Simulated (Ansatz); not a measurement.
One change: `[SiH3]C1=CS1` becomes `[SiH3]C1=CO1`.

Ansatz, PBE0-D4/def2-TZVP geometries, multiplicity 1. 

```csv
property,`[SiH3]C1=CS1`
HOMO–LUMO gap (B3LYP/def2-TZVPP) / eV,4.13
HOMO energy (PBE/def2-TZVPP) / eV,-4.54
LUMO energy (B3LYP/def2-TZVPP) / eV,-1.32
size of the dipole moment (PBE/def2-TZVPP) / D,2.04
LUMO energy (PBE/def2-TZVPP) / eV,-2.09
LUMO energy (PBE0/def2-TZVPP) / eV,-1.12
```

(1) What does the change do to each property? (Estimate.)

## Answers

(1) Ansatz gave: 
```json
{"property": "HOMO–LUMO gap (B3LYP/def2-TZVPP) / eV", "`[SiH3]C1=CO1`": "4.42", "shift": "0.29"}
{"property": "HOMO energy (PBE/def2-TZVPP) / eV", "`[SiH3]C1=CO1`": "-5.01", "shift": "-0.47"}
{"property": "LUMO energy (B3LYP/def2-TZVPP) / eV", "`[SiH3]C1=CO1`": "-1.67", "shift": "-0.35"}
{"property": "size of the dipole moment (PBE/def2-TZVPP) / D", "`[SiH3]C1=CO1`": "1.80", "shift": "-0.24"}
{"property": "LUMO energy (PBE/def2-TZVPP) / eV", "`[SiH3]C1=CO1`": "-2.53", "shift": "-0.44"}
{"property": "LUMO energy (PBE0/def2-TZVPP) / eV", "`[SiH3]C1=CO1`": "-1.42", "shift": "-0.30"}
```

With PBE0 the HOMO falls by 0.64 eV and the LUMO falls by 0.30 eV, so the gap widens by about 0.34 eV. PBE moves the HOMO by -0.47 eV and ωB97M-V by -0.74 eV. Dipoles are sizes alone; their direction can turn.

B3LYP here is the variant with VWN-RPA as its local correlation; programs differ in this.
